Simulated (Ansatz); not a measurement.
One change: `[NH2][Hf]([NH2])([F])[Cl]` becomes `[NH2][Hf]([NH2])([NH2])[F]`.

Ansatz, PBE0-D4/def2-TZVP geometries, multiplicity 1. Each molecule was computed in one conformer, which needn't be the lowest.

Elements past krypton have def2 core potentials.

```json
{"property": "HOMO–LUMO gap (PBE0/def2-TZVPP) / eV", "`[NH2][Hf]([NH2])([F])[Cl]`": "7.26"}
{"property": "HOMO–LUMO gap (PBE/def2-TZVPP) / eV", "`[NH2][Hf]([NH2])([F])[Cl]`": "4.94"}
{"property": "HOMO energy (PBE0/def2-TZVPP) / eV", "`[NH2][Hf]([NH2])([F])[Cl]`": "-7.67"}
{"property": "ideal-gas entropy at 298 K and 1 bar (rigid rotor, harmonic PBE0-D4/def2-TZVP) / J/(mol·K)", "`[NH2][Hf]([NH2])([F])[Cl]`": "395"}
{"property": "LUMO energy (PBE/def2-TZVPP) / eV", "`[NH2][Hf]([NH2])([F])[Cl]`": "-1.31"}
{"property": "size of the dipole moment (PBE/def2-TZVPP) / D", "`[NH2][Hf]([NH2])([F])[Cl]`": "3.03"}
```

(1) What does the change do to each property? (Estimate.)

Results:

(1) Computed: 
```
                                                                                  property  `[NH2][Hf]([NH2])([NH2])[F]`  shift
                                                      HOMO–LUMO gap (PBE0/def2-TZVPP) / eV                          7.03  -0.23
                                                       HOMO–LUMO gap (PBE/def2-TZVPP) / eV                          4.95   0.01
                                                        HOMO energy (PBE0/def2-TZVPP) / eV                         -7.07   0.60
ideal-gas entropy at 298 K and 1 bar (rigid rotor, harmonic PBE0-D4/def2-TZVP) / J/(mol·K)                           386     -9
                                                         LUMO energy (PBE/def2-TZVPP) / eV                         -0.72   0.59
                                            size of the dipole moment (PBE/def2-TZVPP) / D                          1.94  -1.09
```

With PBE0 the HOMO rises by 0.60 eV and the LUMO rises by 0.37 eV, so the gap narrows by about 0.23 eV. PBE moves the HOMO by 0.58 eV and ωB97M-V by 0.57 eV. The zero-point energy changes by 61.6 kJ/mol with +6 modes. Dipoles are sizes alone; their direction can turn.
